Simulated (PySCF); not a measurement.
C₆H₇NO₂.
Z-matrix (Å and degrees, GFN2-xTB geometry), rows numbered from 1:
```
O 
C   1  1.2008
N   2  1.3619  1  125.60
C   3  1.3802  2  123.94  1    -0.82
C   4  1.3360  3  134.48  2  -179.03
C   5  1.5177  4   93.54  3  -179.89
C   6  1.4953  5  112.41  4   114.06
O   7  1.1984  6  125.44  5   122.07
C   4  1.5003  3  130.64  2    -0.24
H   2  1.1058  1  123.20  3   179.92
H   3  1.0106  2  119.35  1   179.90
H   5  1.0723  4  135.42  3    -1.33
H   6  1.0906  5  115.69  4  -117.55
H   7  1.1084  6  113.10  5   -56.17
H   9  1.0868  4  114.92  3   -65.18
H   9  1.0876  4  115.55  3    63.20
```

NICS = −σ at a ghost point: NICS(0) at the centroid of the ring atoms, NICS(1) 1 Å to either side along the normal of their mean plane, zz for the tensor component along that normal. Level: GIAO PBE0/pcSseg-1 (PySCF, non-relativistic, gas phase) on the GFN2-xTB geometry, one conformer.

Ring bond lengths (Å), with Mayer bond orders in brackets: C4–C5 1.336 (1.69), C5–C6 1.518 (0.99), C6–C9 1.557 (0.97), C9–C4 1.500 (1.05).

Question: Give the NICS values of each ring in ppm.

Answer: 
```json
{"ring": "C4–C5–C6–C9", "type": "4-membered carbocycle; formal bonds 1 double, 3 single", "NICS(0)": "-3.0", "NICS(1), two faces": "-2.6 / -2.3", "NICS(1)zz, two faces": "-0.8 / -0.5", "rms pucker (Å)": "0.01", "centre to ring atoms, mean (Å)": "1.04"}
```

Question: What can be read from them?

Answer: 
- C4–C5–C6–C9: mean NICS(1)zz -0.7 ppm, near zero. C6, C9 have four or more neighbours, so the value isn't read as a sign of a π ring current.

Question: At the second NICS(1) probe listed for ring C4–C5–C6–C9, 1 Å off the ring, what do the in-plane components average?

Answer: The isotropic value is a third of the trace: (3 × -2.3 − (-0.5))/2 = -3.2 ppm.

Question: Give the inner angles of the rings and the Hirshfeld charges of the ring atoms.

Answer: 
- C4–C5–C6–C9: C4 94.9° (+0.052 e), C5 93.5° (-0.079 e), C6 85.7° (-0.038 e), C9 85.8° (-0.066 e); sum 360.0° against 360° for a flat convex ring.

Question: What are the shieldings of the ring atoms and their hydrogens in the same run (means over atoms taken as equivalent)?

Answer: 
```csv
atoms,environment,σ isotropic (ppm),"principal values of the symmetric part, first atom (ppm)"
C4,vinylic carbon bearing nitrogen,37.1,"-67.4, 42.3, 136.3"
C5,alkene CH carbon,80.1,"2.0, 95.0, 143.4"
C6,sp3 carbon next to a carbonyl,135.5,"108.1, 129.5, 169.0"
C9,allylic carbon,151.7,"141.9, 147.7, 165.5"
H12,vinylic hydrogen,26.72,"24.4, 25.4, 30.4"
H13,methine hydrogen,28.52,"25.2, 27.8, 32.6"
H15,methylene hydrogen,28.21,"24.3, 27.2, 33.1"
H16,methylene hydrogen,28.48,"25.2, 27.0, 33.2"
```

On Intel Xeon 6975P-C, one thread, shared host, this took 20 s of wall time and 0.97 GiB of memory at its peak. This is the whole shielding run at PBE0/pcSseg-1, SCF included.
